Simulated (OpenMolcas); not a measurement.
**As: effect of the level shift or regulariser**

| Quantity | Value |
| --- | --- |
| Program | OpenMolcas 26.06 |
| Basis | ANO-RCC-VQZP [7s6p4d2f1g] |
| Scalar Hamiltonian | DKH2, point nucleus |
| Active space | 5 electrons in 9 orbitals (RAS2 4s 4p; RAS3 4d, at most 2 electrons) |
| State averaging | 2S+1 = 4 odd, 1 root; 2S+1 = 2 odd, 8 roots; 2S+1 = 4 even, 3 roots; 2S+1 = 2 even, 5 roots (0 in the spin-orbit step) |
| Spin-orbit coupling | state interaction with AMFI integrals over the reference wave functions, term energies averaged over their components |

Methods on the same reference wave functions:
A. RASSCF
B. SS-RASPT2, IPEA 0.25 Eh, imaginary shift 0.1 Eh (closed shells correlated: 3d)
C. SS-RASPT2, IPEA 0.25 Eh, real shift 0.2 Eh (closed shells correlated: 3d)

Energies in eV above 4s² 4p³ ⁴S°_3/2, the measured ground level; measured values from NIST Handbook of Basic Atomic Spectroscopic Data.

```json
{"Level": "4s² 4p³ ⁴S°_3/2", "A": "0.0000", "B": "0.0000", "C": "0.0000", "Measured": "0.0000"}
{"Level": "4s² 4p³ ²D°_3/2", "A": "1.7227", "B": "1.354", "C": "1.363", "Measured": "1.3133"}
{"Level": "4s² 4p³ ²D°_5/2", "A": "1.7498", "B": "1.382", "C": "1.391", "Measured": "1.3533"}
{"Level": "4s² 4p³ ²P°_1/2", "A": "2.7293", "B": "2.331", "C": "2.341", "Measured": "2.2548"}
{"Level": "4s² 4p³ ²P°_3/2", "A": "2.7614", "B": "2.365", "C": "2.375", "Measured": "2.3120"}
```

Deviations, from unrounded energies. A percentage is the sum of absolute deviations over the sum of measured energies, with the sign that they share, or ± where signs differ.

```csv
Against measurement,Levels,A,B,C
mean absolute deviation (cm-1),4,3500,400,480
other terms of the ground configuration (%),4,+23.9,+2.7,+3.3
```

B lies closest to measurement on these levels and A furthest from it. The largest miss of B in the table is 4s² 4p³ ²P°_1/2, by +610 cm-1. The ranking rests on the paired levels alone, and a cruder setting can come out closer through cancelling errors.

Between B and C the level of the table that moves most is 4s² 4p³ ²P°_1/2, by 82 cm-1 (lowest in B, highest in C).

From A to B the spin-free energies of the other terms of 4s² 4p³ shown, above ⁴S°, scale by factors of 0.79 to 0.85.

The lowest spin-free term lies below A's lowest term by 0.125 hartree in B, 0.125 hartree in C.

Some high roots are left out of the spin-orbit mixing, which shifts the levels that they would mix with. Active for correlation alone: 4d; no level in the range computed is led by a configuration that fills it, so any true level of that kind is missing. Without dynamic correlation excited terms often stand tens of per cent too high (terms of higher spin than the ground term too low), and those without a measured partner can miss by more than the paired ones (holds for A). Computed and measured levels are paired by configuration, term and J; levels that our copy of the source lacks, or whose pairing is in doubt (as where it misses far off the trend of its configuration), stay unpaired and out of the deviations. Levels of configurations outside the active space are missing. The table leaves out levels that lie high or whose names do not pair safely across all columns.

° marks odd parity.
